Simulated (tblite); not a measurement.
Species: C₄H₁₃P₃.
Atom-mapped SMILES: `[CH3:1][PH:2][CH2:3][P:4]([CH3:5])[CH2:6][PH2:7]` (hydrogens: H8, H9, H10 on C1; H11 on P2; H12, H13 on C3; H14, H15, H16 on C5; H17, H18 on C6; H19, H20 on P7)

Computed with GFN2-xTB (tblite), gas phase: L-BFGS steps from a force-field or distance-geometry start until the largest atomic force falls under 0.01 eV/Å.

Step 2: E = -617.3086 eV
```
atom  x, y, z in Å  |  force x, y, z in eV/Å
C1      2.9185   -1.4429   -0.2403   -0.165   0.612   0.602
P2      1.9497    0.1074    0.2433   -0.348  -0.171   0.128
C3      0.7644    0.3935   -1.2288   -0.567   0.001   1.101
P4     -1.0693    0.7909   -0.6821    0.175  -0.339  -0.103
C5     -0.8886    2.3064    0.4188    0.111  -0.543  -0.508
C6     -1.7112   -0.5078    0.5841    0.043  -0.404  -1.513
P7     -2.7518   -1.7155   -0.5334    0.733   0.111   0.066
H8      3.4197   -1.3313   -1.1816    0.113  -0.021  -0.519
H9      2.2400   -2.2940   -0.2359   -0.095   0.130  -0.160
H10     3.6684   -1.6321    0.5391   -0.193   0.211  -0.136
H11     2.9152    1.1467    0.0023   -0.276  -0.628  -0.380
H12     0.7009   -0.4442   -1.9254    0.065  -0.120   0.252
H13     1.0278    1.2784   -1.7976    0.161   0.196  -0.010
H14    -0.7302    3.1339   -0.2760    0.112  -0.007   0.178
H15    -0.0754    2.2409    1.1380   -0.010  -0.074  -0.021
H16    -1.8443    2.4596    0.9133    0.020  -0.020   0.075
H17    -2.3324    0.0176    1.2706   -0.515   0.369   0.555
H18    -0.9493   -1.0796    1.1142    0.070   0.030  -0.166
H19    -3.4200   -2.5342    0.4564    0.092   0.977  -0.343
H20    -3.8373   -0.8831   -0.9917    0.474  -0.310   0.902
```

Step 3: E = -617.4645 eV
```
atom  x, y, z in Å  |  force x, y, z in eV/Å
C1      2.9153   -1.4281   -0.2392   -0.146   0.451   0.353
P2      1.9424    0.1032    0.2757   -0.309  -0.083  -0.342
C3      0.7682    0.3932   -1.2126   -0.795   0.080   0.844
P4     -1.0861    0.7880   -0.7060    0.525  -0.351   0.238
C5     -0.8856    2.2899    0.4095    0.022  -0.373  -0.356
C6     -1.7154   -0.5111    0.5723   -0.143  -0.161  -1.152
P7     -2.7278   -1.7285   -0.5528    0.449   0.350   0.368
H8      3.4206   -1.3374   -1.1900   -0.031   0.098  -0.258
H9      2.2432   -2.2830   -0.2400   -0.155   0.070  -0.131
H10     3.6602   -1.6246    0.5358   -0.046   0.181  -0.030
H11     2.9061    1.1256   -0.0140   -0.270  -0.537  -0.235
H12     0.6981   -0.4436   -1.9161    0.149  -0.068   0.354
H13     1.0264    1.2801   -1.7963    0.167   0.002   0.183
H14    -0.7283    3.1289   -0.2659    0.139   0.052   0.027
H15    -0.0771    2.2442    1.1387   -0.015  -0.219  -0.113
H16    -1.8350    2.4590    0.9111   -0.042  -0.077   0.069
H17    -2.3382    0.0256    1.2797   -0.188  -0.006   0.066
H18    -0.9497   -1.0805    1.1073    0.034   0.130  -0.229
H19    -3.4185   -2.4994    0.4491    0.159   0.761  -0.341
H20    -3.8237   -0.8909   -0.9591    0.497  -0.301   0.683
```

**Question.** Estimate the geometry and energy of step 4. (The exact step hangs on the optimiser's Hessian estimate; all steps are aligned on step 3, rigid shifts and turns removed.)

**Answer.** E = -617.6316 eV, largest force 0.778 eV/Å
```
atom  x, y, z in Å  |  force x, y, z in eV/Å
C1      2.9087   -1.4035   -0.2359   -0.108   0.004  -0.062
P2      1.9286    0.0978    0.3053   -0.244   0.033  -0.578
C3      0.7566    0.3950   -1.1816   -0.723   0.086   0.274
P4     -1.0941    0.7785   -0.7279    0.594  -0.198   0.381
C5     -0.8825    2.2644    0.3937   -0.069   0.015  -0.037
C6     -1.7255   -0.5147    0.5430   -0.021   0.062  -0.286
P7     -2.6936   -1.7362   -0.5676    0.109   0.442   0.427
H8      3.4190   -1.3421   -1.2011   -0.217   0.253   0.107
H9      2.2439   -2.2684   -0.2471   -0.140   0.101  -0.073
H10     3.6510   -1.6123    0.5328    0.061   0.178   0.058
H11     2.8898    1.0904   -0.0370   -0.226  -0.342  -0.100
H12     0.6981   -0.4430   -1.8965    0.182   0.023   0.491
H13     1.0274    1.2796   -1.7886    0.086  -0.247   0.451
H14    -0.7231    3.1244   -0.2547    0.138  -0.003  -0.107
H15    -0.0798    2.2428    1.1365   -0.031  -0.383  -0.224
H16    -1.8245    2.4562    0.9093   -0.037  -0.180  -0.015
H17    -2.3444    0.0306    1.2858    0.121  -0.363  -0.488
H18    -0.9505   -1.0780    1.0934   -0.100   0.284  -0.376
H19    -3.4130   -2.4444    0.4337    0.202   0.413  -0.188
H20    -3.7971   -0.9062   -0.9084    0.425  -0.178   0.345
```

The energy changes by -0.1671 eV. The first-order estimate −F·Δx gives -0.2463 eV and the mean of the old and new forces, exact on a quadratic surface, -0.1667 eV. The step makes an angle of 45° with the force vector and moves no atom by more than 0.059 Å.

What follows is the cost of the whole relaxation. Hardware: an Intel Xeon Platinum 8259CL at 2.50 GHz with one thread (shared host). Cost: 1.8 s of wall time.
